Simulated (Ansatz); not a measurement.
Molecule: sum formula TiH3I, net charge 0, singlet state. 
Geometry from a B3LYP-D3(BJ)/def2-TZVP (Ansatz, an electronic-structure program) optimisation:
```xyz
5

Ti     1.4156    -0.3094     0.9068
I     -0.6939     0.1517    -0.4445
H      2.7483     0.3517     0.1056
H      1.2655     0.3952     2.4353
H      1.6217    -1.9786     1.0692
```
Charge 0, spin multiplicity 1.

Basis-set convergence of Hartree-Fock and MP2 correlation energies (hartree) with Ansatz. Cores are frozen in the correlated levels unless marked. No spin-orbit coupling. Frozen are the shells of the preceding noble gas and the d and f shells that filled before the atom's block. In def2 rows, elements after Kr have scalar-relativistic effective core potentials.

The T1 diagnostic of CCSD in the largest basis is 0.033, which is high, so the coupled-cluster rows are less sure than usual.

```
basis       functions        E(HF)  E(corr, MP2)
----------  ---------  -----------  ------------
def2-SVP           72  -1146.63778      -0.24369
def2-TZVPP        156            ?             ?
```

Q: Complete the blanks.

A: 
- def2-TZVPP, E(HF): -1146.77772
- def2-TZVPP, E(corr, MP2): -0.30507
